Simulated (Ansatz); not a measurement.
CaF2, singlet, geometry from GFN2-xTB of the parent state (such geometries of metal compounds can be far from the true shape); PBE0/def2-SVP run with Ansatz (a first-principles code).

Ansatz was given this input:
Ansatz 0.2 input:
```yaml
crystal:
  periodic: [false, false, false]
  atoms:
    - {symbol: Ca, position_ang: [0.00000000, 0.00000000, 0.00000000]}
    - {symbol: F, position_ang: [0.00000000, 0.00000000, 1.88609121]}
    - {symbol: F, position_ang: [-0.00000000, -0.00000000, -1.88609121]}
basis:
  gaussian:
    orbitals: def2-SVP
hamiltonian:
  xc: pbe0
```

Q: Predict the main parts of the log of this Ansatz run.

A: 
```
Functional definition: PBE0
536 factors; integrals over basis functions are off by at most 6.0e-4 eV
mean field evaluation 1: about -23852.9836 eV, gradient 5.9e1 eV
mean field evaluation 2: about -23835.6516 eV, gradient 1.2e2 eV
mean field evaluation 4: about -23858.7395 eV, gradient 7.8e-1 eV
mean field evaluation 8: about -23858.9287 eV, gradient 1.2e-2 eV
mean field evaluation 16: about -23858.9288 eV, gradient 3.5e-6 eV
mean field -23858.92875128 eV, -876.7994594468 hartree, gradient 3.5e-6 eV, S^2 0.000000; 0 other end points of the search recorded, 0 dependent functions left out
reference -23858.92881679 eV, -876.7994618544 hartree; 19, 19 occupied and 33, 33 virtual orbitals, 536 factors
Total energy: -23858.92881679 eV, -876.7994618544 hartree
```
